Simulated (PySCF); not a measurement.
Point groups of optimised structures. The calculation used PBE0/pcSseg-1 in PySCF (dipole) on a GFN2-xTB geometry, gas phase. The symmetry is that of the one conformer found, every atom within 0.08 Å of its image; none is proved a minimum here.

(1) `[CH:1]#[C:2][C:3]1=[C:4]([F:5])[C:6](=[O:7])[O:8][CH2:9]1`: symmetry, top, dipole?

(2) `[CH2:1]=[CH:2][S:3][C:4]#[N:5]` with C1–C2–S3–C4 0°: symmetry, top, dipole?

(3) `[CH3:1][CH:2]([CH3:3])[C:4]1=[CH:5][SiH2:6][C:7]([F:8])=[CH:9]1` with C1–C2–C4–C5 -118°: symmetry, top, dipole?

## Answers

(1) Cs; asymmetric top; symmetry number 1; 2 operations, which sort the 12 atoms into 11 sets; dipole 5.20 D, in the ab plane, which is the mirror; A, B, C = 3253, 1313, 941.1 MHz; heavy atoms equivalent by symmetry: none.

(2) Cs; asymmetric top; symmetry number 1; 2 operations, which sort the 8 atoms into 8 sets; dipole 3.57 D, in the ab plane, which is the mirror; A, B, C = 6789, 3657, 2377 MHz; heavy atoms equivalent by symmetry: none.

(3) Cs; asymmetric top; symmetry number 1; 2 operations, which sort the 20 atoms into 15 sets; dipole 1.80 D, in the ab plane, which is the mirror; heavy atoms equivalent by symmetry: C1/C3.
